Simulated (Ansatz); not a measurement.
Frontier orbitals of `[SiH3][CH](Cl)[InH2]`.

```xyz
10

Si   -0.4598    1.3921   -0.6036
C    -0.5210   -0.1229    0.4778
Cl   -1.5834   -1.3931   -0.2917
In    1.2161   -1.4462    0.5459
H    -1.8048    1.9883   -0.8278
H     0.4101    2.3917    0.0784
H     0.1380    1.0406   -1.9170
H    -0.9445    0.0670    1.4635
H     2.1928   -1.4781   -0.8638
H     1.3565   -2.4393    1.9382
```

The species carries charge 0 and has multiplicity 1. Correlated methods include outer-core shells of In, which these sets cover unevenly. In: def2 effective core potential. All single points use the PBE0-D4/def2-TZVP geometry. Basis def2-TZVPP, Ansatz 0.2.0.

Orbital energies of one run (eV). Highest occupied ones, from the top: -6.29, -7.24, -7.37, -8.24, -8.36, -8.95, -9.52, -10.74, -11.34, -13.05, -16.12, -18.81, -18.84, -18.86. Empty: -2.66, -1.44, -0.97, -0.34, 0.30, 0.42.

(1) Which functional gave them?
A. ωB97M-V
B. BHLYP
C. CAM-B3LYP
D. LDA (SPW92)

## Answers

(1) D. HOMO energies: LDA (SPW92) -6.29, BHLYP -8.30, ωB97M-V -9.39, CAM-B3LYP -8.54 eV.
